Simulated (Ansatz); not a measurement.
A CCSD(T) single point on ClH7N2Si2 (`N[SiH](Cl)N[SiH3]`).

```yaml
crystal:
  periodic: [false, false, false]
  atoms:
    - {symbol: N, position_ang: [-1.924645, -0.051919, 1.313563]}
    - {symbol: Si, position_ang: [-0.433236, -0.671152, 0.788301]}
    - {symbol: Cl, position_ang: [1.211853, -0.194377, 1.955381]}
    - {symbol: N, position_ang: [-0.052206, -0.016342, -0.740357]}
    - {symbol: Si, position_ang: [1.469387, 0.530772, -1.369831]}
    - {symbol: H, position_ang: [-2.087541, 0.942014, 1.349379]}
    - {symbol: H, position_ang: [-2.447947, -0.539209, 2.023323]}
    - {symbol: H, position_ang: [-0.549329, -2.143579, 0.864682]}
    - {symbol: H, position_ang: [-0.821679, 0.008374, -1.394720]}
    - {symbol: H, position_ang: [1.916773, 1.803680, -0.748872]}
    - {symbol: H, position_ang: [2.537970, -0.482460, -1.182635]}
    - {symbol: H, position_ang: [1.257700, 0.758997, -2.824115]}
basis:
  gaussian: {orbitals: def2-TZVPP}
correlation: {method: ccsd_t}
```

```sh
$ ansatz run in.yaml --threads 4 --pin off --events-out ev --progress --plain --max-ram 10444MiB
```

Output of Ansatz, abridged:

```
Functional definition: HF
1650 factors; integrals over basis functions are off by at most 9.7e-4 eV
mean field evaluation 1: about -31303.8589 eV, gradient 4.7e1 eV
mean field evaluation 2: about -31304.1357 eV, gradient 4.7e1 eV
mean field evaluation 4: about -31308.8240 eV, gradient 3.9e0 eV
mean field evaluation 8: about -31308.8899 eV, gradient 2.5e-1 eV
mean field -31308.89013423 eV, -1150.5804905050 hartree, gradient 3.2e-6 eV, S^2 0.000000; 0 other end points of the search recorded, 0 dependent functions left out
17 core orbitals not correlated: weight in the atoms' cores, before any rotation towards them, 1.000 or more for the frozen orbitals, at most 0.000 for the correlated occupied ones
reference -31308.89013423 eV, -1150.5804905050 hartree; 16, 16 occupied and 253, 253 virtual orbitals, 1650 factors
second order -23.45586907 eV of doubles, -0.00000000 eV of singles
cycle   1  -24.35219052 eV  change   -9.0e-1 eV  update   9.7e-2
cycle   2  -24.93993934 eV  change   -5.9e-1 eV  update   2.8e-2
cycle   3  -25.03235665 eV  change   -9.2e-2 eV  update   1.2e-2
cycle   4  -25.02139267 eV  change    1.1e-2 eV  update   2.9e-3
cycle   5  -25.02144220 eV  change   -5.0e-5 eV  update   1.2e-3
cycle   6  -25.02157401 eV  change   -1.3e-4 eV  update   3.4e-4
cycle   7  -25.02142724 eV  change    1.5e-4 eV  update   1.3e-4
cycle   8  -25.02143238 eV  change   -5.1e-6 eV  update   4.0e-5
perturbative correction -0.96486432 eV, -0.0354581099 hartree
Total energy: -31334.87643093 eV, -1151.5354692945 hartree
```

Run time 3.3 min (4 threads of an AMD EPYC 7R43 on a shared host); peak host memory 8 GiB.

Correlation energy per correlated electron: -0.812 eV. T1 diagnostic: 0.0100.
